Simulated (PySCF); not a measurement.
PySCF job for Zr(Cl)2(OH)2 (Cl2H2O2Zr), SMILES [Zr]([OH])([OH])([Cl])[Cl], multiplicity 1, TDA-B3LYP/def2-SVPD. Geometry: B3LYP-D3(BJ)/def2-SVP. The multiplicity is an assumed one; no other spin state was optimised. The structure was generated by enumeration; whether it is a known compound was not checked. The def2 effective core potentials stand for the cores of Zr; spin–orbit coupling is left out. The values are those of a single conformer.

```python
import numpy as np
from pyscf import gto, scf, dft, tdscf

mol = gto.M(
    atom='''
    Zr   -0.00000000   -0.00000000   -0.27764712
    Cl   -1.94733748    0.00000001    1.08347007
    Cl    1.94733749    0.00000000    1.08347006
    O    -0.00000001   -1.56771379   -1.36063159
    H    -0.00000001   -2.30013240   -1.98099593
    O     0.00000000    1.56771379   -1.36063161
    H    -0.00000000    2.30013239   -1.98099595
    ''',
    basis='def2-SVPD',
    ecp={'Zr': 'def2-svp'},
    charge=0,
    spin=0,
    symmetry=True,
    max_memory=1600,
    verbose=4,
)
mf = dft.RKS(mol, xc='b3lyp').density_fit(auxbasis='def2-universal-jkfit')
mf.grids.level = 3
mf.conv_tol = 1e-9
mf.max_cycle = 100
mf.kernel()
mf.grids = dft.Grids(mol).set(level=1).build(with_non0tab=True)  # coarser grid for the response kernel
td = tdscf.TDA(mf)
td.singlet = True
td.nstates = 10
td.conv_tol = 1e-4
td.positive_eig_threshold = 1e-6
td.kernel(x0=td.get_init_guess(mf, 15))
td.analyze()
tt = tdscf.TDA(mf)
tt.singlet = False
tt.nstates = 4
tt.conv_tol = 1e-4
tt.positive_eig_threshold = 1e-6
tt.kernel(x0=tt.get_init_guess(mf, 9))
tt.analyze(verbose=3)
```

Log of the run:

```
PySCF version 2.14.0

[INPUT] verbose = 4
[INPUT] num. atoms = 7
[INPUT] num. electrons = 64
[INPUT] charge = 0
[INPUT] spin (= nelec alpha-beta = 2S) = 0
[INPUT] symmetry True subgroup None
[INPUT] Mole.unit = angstrom
[INPUT] Symbol           X                Y                Z      unit          X                Y                Z       unit  Magmom
[INPUT]  1 Zr     0.000000000000   0.000000000000  -0.277647120000 AA    0.000000000000   0.000000000000  -0.524677016074 Bohr   0.0
[INPUT]  2 Cl    -1.947337480000   0.000000010000   1.083470070000 AA   -3.679934509301   0.000000018897   2.047461696463 Bohr   0.0
[INPUT]  3 Cl     1.947337490000   0.000000000000   1.083470060000 AA    3.679934528198   0.000000000000   2.047461677566 Bohr   0.0
[INPUT]  4 O     -0.000000010000  -1.567713790000  -1.360631590000 AA   -0.000000018897  -2.962549704804  -2.571221061531 Bohr   0.0
[INPUT]  5 H     -0.000000010000  -2.300132400000  -1.980995930000 AA   -0.000000018897  -4.346620286239  -3.743539761578 Bohr   0.0
[INPUT]  6 O      0.000000000000   1.567713790000  -1.360631610000 AA    0.000000000000   2.962549704804  -2.571221099326 Bohr   0.0
[INPUT]  7 H      0.000000000000   2.300132390000  -1.980995950000 AA    0.000000000000   4.346620267341  -3.743539799373 Bohr   0.0

nuclear repulsion = 300.51054840142
point group symmetry = C2v
symmetry origin: [ 1.64324007e-09  3.28648022e-09 -1.43783512e-09]
symmetry axis x: [ 1.00000000e+00 -2.31095876e-09 -3.75458149e-10]
symmetry axis y: [-2.31095876e-09 -1.00000000e+00 -3.03772899e-09]
symmetry axis z: [ 3.75458142e-10 -3.03772897e-09  1.00000000e+00]
num. orbitals of irrep A1 = 56
num. orbitals of irrep A2 = 20
num. orbitals of irrep B1 = 36
num. orbitals of irrep B2 = 38
number of shells = 60
number of NR pGTOs = 236
number of NR cGTOs = 150
basis = def2-SVPD
ecp = {'Zr': 'def2-svp'}


[settings echo left out]
init E= -1112.90506328959
HOMO (B1) = -0.531221075333542  LUMO (A1) = -0.415811136934899  gap/eV = 3.14046
cycle= 1 E= -1118.40834257774  delta_E= -5.5  |g|= 1.62  |ddm|=  5.9
HOMO (B2) = -0.0651577982482996  LUMO (A1) = 0.00711266022110379  gap/eV = 1.96658
cycle= 2 E= -1117.44546134971  delta_E= 0.963  |g|= 2.56  |ddm|= 4.72
HOMO (B1) = -0.327817091269717  LUMO (A1) = -0.0284508310247899  gap/eV = 8.14617
cycle= 3 E= -1119.02136219184  delta_E= -1.58  |g|= 0.467  |ddm|= 2.39
HOMO (B1) = -0.32125348181062  LUMO (A1) = -0.0921405441781147  gap/eV = 6.23448
cycle= 4 E= -1119.0277914074  delta_E= -0.00643  |g|= 0.454  |ddm|= 1.12
HOMO (B1) = -0.319872646767942  LUMO (A1) = -0.0658425554182998  gap/eV = 6.91251
cycle= 5 E= -1119.07427515082  delta_E= -0.0465  |g|= 0.017  |ddm|= 0.409
HOMO (B1) = -0.320993243753052  LUMO (A1) = -0.0638519245641689  gap/eV = 6.99717
cycle= 6 E= -1119.07434332978  delta_E= -6.82e-05  |g|= 0.00539  |ddm|= 0.0434
HOMO (B1) = -0.320538910482993  LUMO (A1) = -0.0636726565440995  gap/eV = 6.98969
cycle= 7 E= -1119.07435023655  delta_E= -6.91e-06  |g|= 0.00148  |ddm|= 0.0132
HOMO (B1) = -0.32075049773441  LUMO (A1) = -0.063809102571355  gap/eV = 6.99173
cycle= 8 E= -1119.07435076099  delta_E= -5.24e-07  |g|= 0.000264  |ddm|= 0.00423
HOMO (B1) = -0.320707191242974  LUMO (A1) = -0.0637992581089861  gap/eV = 6.99082
cycle= 9 E= -1119.07435078219  delta_E= -2.12e-08  |g|= 9.15e-05  |ddm|= 0.000605
HOMO (B1) = -0.3207191443  LUMO (A1) = -0.0638042876320739  gap/eV = 6.99101
cycle= 10 E= -1119.07435078435  delta_E= -2.17e-09  |g|= 2e-05  |ddm|= 0.000132
HOMO (B1) = -0.320717287498424  LUMO (A1) = -0.0638040682350152  gap/eV = 6.99096
cycle= 11 E= -1119.07435078445  delta_E= -9.82e-11  |g|= 5.65e-06  |ddm|= 4.12e-05
HOMO (B1) = -0.320718222249393  LUMO (A1) = -0.0638043886469575  gap/eV = 6.99098
Extra cycle  E= -1119.07435078444  delta_E= 9.09e-12  |g|= 8.23e-06  |ddm|= 1.48e-05
converged SCF energy = -1119.07435078444
tot grids = 36144
Overwritten attributes  positive_eig_threshold  of <class 'pyscf.tdscf.rks.TDA'>


******** <class 'pyscf.tdscf.rks.TDA'> for <class 'pyscf.df.df_jk.DFSymAdaptedRKS'> ********
nstates = 10 singlet
deg_eia_thresh = 1.000e-03
wfnsym = None
conv_tol = 0.0001
eigh lindep = 1e-12
eigh level_shift = 0
eigh max_cycle = 100


Excitation energies (eV)
[5.89812096 5.99724911 6.04930914 6.17420279 6.30969009 6.53886544
 6.61209674 6.63430761 6.67385742 6.78670978]

** Singlet excitation energies and oscillator strengths **
Excited State   1:   A2      5.89812 eV    210.21 nm  f=0.0000
      31 -> 33       -0.70505
Excited State   2:   B2      5.99725 eV    206.74 nm  f=0.0004
      30 -> 33        0.68346
      32 -> 34        0.16904
Excited State   3:   B1      6.04931 eV    204.96 nm  f=0.0308
      30 -> 34       -0.33190
      31 -> 37       -0.10139
      32 -> 33       -0.60492
Excited State   4:   B2      6.17420 eV    200.81 nm  f=0.0032
      30 -> 33        0.16668
      32 -> 34       -0.68152
Excited State   5:   A1      6.30969 eV    196.50 nm  f=0.0051
      29 -> 33       -0.44171
      31 -> 34       -0.53865
Excited State   6:   B1      6.53887 eV    189.61 nm  f=0.0485
      27 -> 34        0.12462
      28 -> 33        0.34774
      30 -> 34        0.53173
      31 -> 37       -0.13002
      32 -> 33       -0.21240
Excited State   7:   A2      6.61210 eV    187.51 nm  f=0.0000
      29 -> 34        0.67798
      32 -> 37        0.18565
Excited State   8:   A1      6.63431 eV    186.88 nm  f=0.0108
      28 -> 35        0.13694
      29 -> 33       -0.46297
      30 -> 37       -0.17822
      31 -> 34        0.33045
      32 -> 35       -0.32926
Excited State   9:   B1      6.67386 eV    185.78 nm  f=0.0139
      27 -> 34        0.13196
      28 -> 33       -0.59263
      29 -> 35       -0.12802
      30 -> 34        0.22325
      31 -> 37       -0.17443
      32 -> 33       -0.14412
Excited State  10:   B2      6.78671 eV    182.69 nm  f=0.0001
      27 -> 33        0.38000
      31 -> 35        0.58745

** Transition electric dipole moments (AU) **
state          X           Y           Z        Dip. S.      Osc.
  1        -0.0000      0.0000      0.0000      0.0000      0.0000
  2        -0.0000     -0.0489     -0.0000      0.0024      0.0004
  3        -0.4556     -0.0000      0.0000      0.2076      0.0308
  4         0.0000     -0.1460     -0.0000      0.0213      0.0032
  5         0.0000      0.0000     -0.1823      0.0332      0.0051
  6        -0.5505     -0.0000      0.0000      0.3030      0.0485
  7         0.0000      0.0000      0.0000      0.0000      0.0000
  8         0.0000      0.0000      0.2580      0.0665      0.0108
  9        -0.2920      0.0000      0.0000      0.0852      0.0139
 10        -0.0000     -0.0189     -0.0000      0.0004      0.0001

WARN: ECP detected. Skipping calculation of transition velocity and magnetic dipole moments, which have not yet been implemented.



******** <class 'pyscf.tdscf.rks.TDA'> for <class 'pyscf.df.df_jk.DFSymAdaptedRKS'> ********
nstates = 4 triplet
deg_eia_thresh = 1.000e-03
wfnsym = None
conv_tol = 0.0001
eigh lindep = 1e-12
eigh level_shift = 0
eigh max_cycle = 100


Excitation energies (eV)
[5.55448362 5.77845746 5.84518494 5.94835979]

** Triplet excitation energies and oscillator strengths **
Excited State   1:   B1      5.55448 eV    223.21 nm  f=0.0000
Excited State   2:   A2      5.77846 eV    214.56 nm  f=0.0000
Excited State   3:   B2      5.84518 eV    212.11 nm  f=0.0000
Excited State   4:   A1      5.94836 eV    208.43 nm  f=0.0000
```

The calculation finished and met its thresholds.

Cost: roughly 2.3 core-minutes.
